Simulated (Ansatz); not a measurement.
A nudged elastic band was laid between two geometries of BrH + FH3Si (7 atoms, charge 0, multiplicity 1).

These are results of RHF/def2-SVP in Ansatz 0.2.0, not measurements.

```json
{"movable images": "5", "climbing image": "yes", "spring": "5.0 eV/Å²", "optimiser": "quadratic models (default)", "start path": "through a guess of the saddle point", "force threshold": "0.5 eV/Å", "iteration limit": "60", "end points": "relaxed"}
```

First end point:

```xyz
7
Properties=species:S:1:pos:R:3
Si 0.483 0.000 -0.404
F -0.549 0.000 0.846
H 1.851 0.000 0.141
H 0.228 1.214 -1.197
H 0.228 -1.214 -1.197
Br -3.534 0.000 2.886
H -2.338 0.000 2.139
```

Last end point:

```xyz
7
Properties=species:S:1:pos:R:3
Si -0.222 0.000 -0.625
F -0.460 0.000 3.251
H 0.734 0.000 0.492
H -0.094 1.212 -1.450
H -0.094 -1.212 -1.450
Br -2.296 0.000 0.265
H -1.199 0.000 2.731
```

(1) Which bonds break or form, and what moves?

(2) What energy profile does the band end with?

(3) What is the geometry of the highest image?

Results:

(1) Bonds broken: Si1–F2, Br6–H7. Bonds formed: Si1–Br6, F2–H7. BrH + FH3Si becomes BrH3Si + FH.

(2) It converged. The highest image is number 4 of 0 to 6, 1.99 eV above the first end and 1.55 eV above the last; the last end lies 0.45 eV above the first. The threshold of 0.5 eV/Å is loose, so the images may lie well off the minimum-energy path. Neighbouring images differ by up to 1.4 eV, so the band resolves the path poorly. The order of the point at the top wasn't checked. The orbitals stay closed-shell, which can raise the energy where a bond breaks towards radicals; this wasn't checked here.

| image | path coordinate (Å) | energy (eV) | Si1–F2 (Å) | Br6–H7 (Å) | Si1–Br6 (Å) |
| --- | --- | --- | --- | --- | --- |
| 0 | 0.00 | 0.00 | 1.62 | 1.41 | 5.19 |
| 1 | 1.00 | 0.01 | 1.62 | 1.41 | 4.79 |
| 2 | 1.99 | 0.03 | 1.62 | 1.41 | 4.09 |
| 3 | 2.99 | 0.62 | 1.66 | 1.44 | 3.13 |
| 4 | 3.98 | 1.99 | 2.11 | 2.10 | 2.56 |
| 5 | 4.97 | 0.83 | 2.95 | 2.29 | 2.30 |
| 6 | 5.96 | 0.45 | 3.88 | 2.70 | 2.26 |

(3) 
```xyz
7
Properties=species:S:1:pos:R:3
Si -0.163 0.000 -0.129
F -0.212 0.000 1.983
H 1.286 0.000 0.213
H -0.392 1.283 -0.791
H -0.392 -1.283 -0.791
Br -2.618 0.000 0.615
H -1.139 0.000 2.113
```

Run time: 75 s on 1 thread of Arm Neoverse V1, with other jobs on the host, peak memory 0.18 GiB.
